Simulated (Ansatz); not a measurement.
`CBI` + F• → `C[B]I`• + H–F  (hydrogen abstraction from a B–H bond)

Isolated molecules relaxed with PBE0-D4/def2-TZVP in Ansatz; ΔE leaves out vibrations. CCSD(T)/CBS is the MP2 limit (def2-TZVPP, def2-QZVPP) plus CCSD(T) − MP2 in def2-TZVPP, frozen cores. This one scheme is used for every species, atoms too. Functionals use def2-TZVPP. B3LYP here is the variant with VWN-RPA as its local correlation; programs differ in this. No spin–orbit coupling; open shells (•) take unrestricted orbitals. Spin–orbit coupling would lower the free atoms: a little for F. def2 core potentials past Kr. For I outer-core shells are correlated without core-valence functions, so the limit isn't a true one: a few kJ/mol of doubt a bond, and 10 to 20 or more in all where bonds break to atoms.

Q: Is it downhill or uphill in electronic energy at CCSD(T)/CBS, and by how much? (Estimate.)

A: Ansatz gave: Downhill: ΔE = -1.46 eV.

Q: What do these levels give: LDA (SPW92), BLYP-D4, B3LYP-D4, r2SCAN0-D4, ωB97X-V, PBE, CCSD(T)/def2-SVP, SCS-MP2/def2-TZVPP, CCSD/def2-TZVPP, CCSD(T)/def2-TZVPP, MP2/def2-QZVPP, HF/CBS(def2)? (Estimate.)

A: Ansatz gave: LDA (SPW92) -2.09, BLYP-D4 -1.52, B3LYP-D4 -1.36, r2SCAN0-D4 -1.31, ωB97X-V -1.27, PBE -1.66, CCSD(T)/def2-SVP -1.05, SCS-MP2/def2-TZVPP -1.36, CCSD/def2-TZVPP -1.26, CCSD(T)/def2-TZVPP -1.33, MP2/def2-QZVPP -1.66, HF/CBS(def2) -0.45 eV.

Largest T1 diagnostic among the species: 0.013.

At CCSD(T), def2-SVP lies +0.41 eV from the extrapolated value and def2-TZVPP +0.13 eV. From PBE to PBE0 (25 % exact exchange), in def2-TZVPP and without D4, ΔE moves by +0.25 eV. In def2-TZVPP, CCSD(T) changes the Hartree–Fock value by −0.90 eV (the triples alone add −0.07 eV) and MP2 by −1.15 eV.
